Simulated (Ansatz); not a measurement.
System: AsH3, charge 1, doublet. AsH3+ (parent SMILES [AsH3], doublet).
B3LYP-D3(BJ)/def2-TZVP minimum from Ansatz (a quantum-chemistry and plane-wave program):
```xyz
4

As     0.0005     0.0000     0.0359
H     -0.8542    -1.1590    -0.3848
H     -0.5843     1.3154    -0.3865
H      1.4235    -0.1555    -0.4128
```
Charge +1, spin multiplicity 2.

Total energies in cc-pVQZ, 7 correlated electrons, 14 frozen orbitals. UHF or UKS for unpaired electrons; spin-orbit terms are left out. Cores are frozen in correlated methods (noble-gas shells, and filled d and f shells in the p block). No relativity. The spin of H3As+ (parent SMILES [AsH3], doublet) was assumed, and the state is the lowest solution found for it.

```csv
method,program,energy (Eh),minus CCSDT(Q) (mEh)
HF,Ansatz,-2235.66480,158.33
MP2,Ansatz,-2235.79451,28.62
CCSD,Ansatz,-2235.81814,4.99
CCSD(T),Ansatz,-2235.82232,0.81
CCSDT(Q),Ansatz,-2235.82313,0.00
```

Rough core times of Ansatz's runs on a shared machine: CCSD(T) under 20 s, CCSDT(Q) 20 min.
